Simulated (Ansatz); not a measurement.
A made-up structure of CH$_{4}$SSe, singlet:

```xyz
7
angstrom
S 1.4608 -0.9508 0.0517
C -0.0409 0.1780 0.5981
Se -1.6600 -0.1964 -0.0872
H -1.3398 0.1818 -1.5136
H -0.1293 0.0217 1.6733
H 0.2249 1.2190 0.4319
H 1.5155 -0.4511 -1.2120
```

It is relaxed with PBE-D4/def2-SVP and then PBE0-D4/def2-TZVP (Ansatz 0.2.0). Atoms count as bonded within 1.22 times the sum of their covalent radii (H–H: 0.88 Å). The end point is not checked to be a true minimum.

Q: Does its bonding change? (A judgement: the text doesn't fix the answer.)

A: By the calculation: No: no bond forms or breaks.

Where it ends: The first stage lowers the energy by 0.39 eV in 6 steps. It ends as CH₄SSe ([SH][CH2][SeH]):
```
7
angstrom
S 1.4291 -0.8715 0.1050
C 0.0413 0.1605 0.5948
Se -1.7128 -0.2561 -0.1647
H -1.3735 0.2282 -1.5089
H -0.0776 0.0098 1.6679
H 0.2551 1.2131 0.4265
H 1.4696 -0.4818 -1.1785
```

Labels in which every atom is bracketed show which atoms are joined, not bond orders.

For scale, one of the runs: PBE0-D4/def2-TZVP relaxation, 140 basis functions, launched by `ansatz run in.yaml --threads 2 --pin off --events-out ev --progress --plain --max-ram 4352MiB`. Hardware: 2 CPU threads of an Intel Xeon Platinum 8259CL, shared host. Wall time about 38 s.
